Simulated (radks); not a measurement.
Values are calculated unless marked as measured or tabulated.
Task: Species: O+. Configuration: [He] 2s2 2p2 3d1 (not the ground configuration). Level of theory: scalar-relativistic Kohn-Sham, exchange-only LDA, spin-polarised, spherical densities, point nucleus; open shells are filled with parallel spins first (a radial shooting solver on a logarithmic mesh with Libxc functionals). Some entries of the table are withheld. Estimate them.

| orbital | occ. | eigenvalue (hartree) | <1/r> (bohr^-1) | <r> (bohr) |
|---|---|---|---|---|
| 1s up | 1 | -20.04475 | 7.585 | 0.2009 |
| 1s down | 1 | -19.96172 | 7.608 | 0.2001 |
| 2s up | 1 | -1.90653 | 1.416 | 1.031 |
| 2s down | 1 | -1.70117 | 1.376 | 1.057 |
| 2p up | 2 | (1) | 1.317 | 0.9965 |
| 2p down | 0 | (2) | 1.273 | 1.040 |
| 3s up | 0 | -0.36632 | 0.3979 | (3) |
| 3p up | 0 | -0.26914 | 0.3413 | 3.932 |
| 3s down | 0 | -0.25782 | 0.3921 | (4) |
| 3p down | 0 | -0.16364 | 0.3221 | 4.285 |
| 3d up | 1 | -0.15703 | 0.2511 | 4.816 |

Result: 
(1) 2p up eigenvalue (hartree): -1.37220
(2) 2p down eigenvalue (hartree): -1.15760
(3) 3s up <r> (bohr): 3.441
(4) 3s down <r> (bohr): 3.543
